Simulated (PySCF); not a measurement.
PySCF input:

```python
from pyscf import gto, scf, dft

mol = gto.M(
    atom='''
    C    -0.00000000   -0.00000000   -0.62355894
    C     0.00000000    0.00000000    0.62355894
    ''',
    basis='def2-tzvpd',
    charge=0,
    spin=0,
    verbose=4,
)

mf = scf.RHF(mol).density_fit(auxbasis='def2-universal-jkfit')
mf.conv_tol = 1e-9
mf.max_cycle = 100
mf.max_memory = 1500
mf.kernel()
if not mf.converged:
    mf = mf.newton()
    mf.kernel(mf.make_rdm1())
mf.analyze()
```

Question: What final total energy does it print?

Answer: -75.40351 Eh (HF/def2-TZVPD).

This is an excited singlet: at this geometry the triplet lies 0.96 eV lower at wB97M-V/def2-TZVPD.
